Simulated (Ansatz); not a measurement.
System: C3H2F3 (charge 0, doublet). It need not be the lowest isomer of its formula. SMILES: [H]/[C]=C\C(F)(F)F
Structure (B3LYP-D3(BJ)/def2-TZVP (Ansatz, an electronic-structure program) minimum search):
```
C
C 1 1.3007
H 2 1.0768 1 138.84
H 1 1.0907 2 122.40 3 0.00
C 1 1.5021 4 113.72 2 180.00
F 5 1.3391 1 113.16 4 -180.00
F 5 1.3508 6 107.65 1 -122.66
F 5 1.3508 6 107.65 7 -114.68
```
Charge 0, spin multiplicity 2.

Wanted: atomisation energy (electronic, to ground-state atoms), in kcal/mol. Valence correlation only, unless marked. Open shells are spin-unrestricted. No spin-orbit coupling. Non-relativistic. The coupled-cluster limit lacks core correlation, which all-electron functionals hold. Basis-set limits of correlation are two-point, X^-3; Hartree-Fock from the larger set.

The UHF reference is spin-contaminated (<S^2> 0.19 over the pure value in the largest basis). 

```
level                                program  atomisation energy (kcal/mol)
----------------------------  --------------  -----------------------------
B3LYP-D3(BJ)/def2-TZVPD       Ansatz + dftd3                          780.8
B3LYP/def2-TZVPD                      Ansatz                          775.8
CAM-B3LYP-D4/def2-TZVPD       Ansatz + dftd4                            [?]
CCSD/6-31G                            Ansatz                          636.4
CCSD(T)/CBS(cc-pVTZ,cc-pVQZ)          Ansatz                          781.7
```

**Question.** Complete the blanks.

**Answer.** 
- CAM-B3LYP-D4/def2-TZVPD, atomisation energy (kcal/mol): 789.1
